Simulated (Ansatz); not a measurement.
The same isomerisation along the group O, S, Se.

Isolated molecules relaxed with PBE0-D4/def2-TZVP in Ansatz; ΔE leaves out vibrations. CCSD(T)/CBS is the MP2 limit (def2-TZVPP, def2-QZVPP) plus CCSD(T) − MP2 in def2-TZVPP, frozen cores. Functionals use def2-TZVPP. For Se outer-core shells are correlated without core-valence functions, which leaves a few kJ/mol of doubt a bond. Scalar relativity is left out up to krypton. One conformer a species, not always the lowest.

```csv
reaction,B2PLYP (eV),MP2/CBS(def2) (eV),CCSD(T)/CBS(def2) (eV)
`C[SiH](O)F` → `OC(F)[SiH3]`,4.37,4.64,4.43
`C[SiH](F)S` → `FC([SiH3])S`,3.71,3.90,3.75
`C[SiH](F)[SeH]` → `FC([SiH3])[SeH]`,3.69,3.89,3.74
```

Largest T1 diagnostic: 0.012, for `FC([SiH3])S`.
